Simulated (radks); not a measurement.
Values are calculated unless marked as measured or tabulated.
Problem. Ta28+, configuration [Kr] 4d9. Level of theory: scalar-relativistic Kohn-Sham, exchange-only LDA, spin-polarised, spherical densities, point nucleus; open shells are filled with parallel spins first (spin-orbit coupling, left out, can overturn this in heavy ions) (a radial shooting solver on a logarithmic mesh with Libxc functionals). Some entries of the table are withheld. Estimate them.

| orbital | occ. | eigenvalue (hartree) | <r^2> (bohr^2) | r(max) (bohr) |
|---|---|---|---|---|
| 1s up | 1 | -2509.348 | 0.0004791 | 0.01168 |
| 1s down | 1 | -2509.347 | 0.0004791 | 0.01168 |
| 2s up | 1 | -460.9513 | 0.007387 | 0.06691 |
| 2s down | 1 | -460.9172 | 0.007387 | 0.06691 |
| 2p up | 3 | -408.4732 | 0.006093 | 0.05479 |
| 2p down | 3 | -408.4445 | 0.006093 | 0.05479 |
| 3s up | 1 | -133.3425 | 0.04767 | 0.1886 |
| 3s down | 1 | -133.3193 | 0.04766 | 0.1887 |
| 3p up | 3 | -117.7254 | 0.04823 | 0.1864 |
| 3p down | 3 | -117.7009 | 0.04821 | 0.1864 |
| 3d up | 5 | (1) | 0.03991 | (2) |
| 3d down | 5 | (3) | 0.03990 | (4) |
| 4s up | 1 | -52.65120 | 0.2092 | 0.4155 |
| 4s down | 1 | -52.57345 | 0.2092 | 0.4155 |
| 4p up | 3 | -47.11848 | 0.2273 | 0.4305 |
| 4p down | 3 | -47.04192 | 0.2274 | 0.4305 |
| 4d up | 5 | -40.22397 | 0.2373 | 0.4301 |
| 4d down | 4 | -40.14776 | 0.2375 | 0.4301 |

Solution. 
(1) 3d up eigenvalue (hartree): -99.56920
(2) 3d up r(max) (bohr): 0.1518
(3) 3d down eigenvalue (hartree): -99.53799
(4) 3d down r(max) (bohr): 0.1518
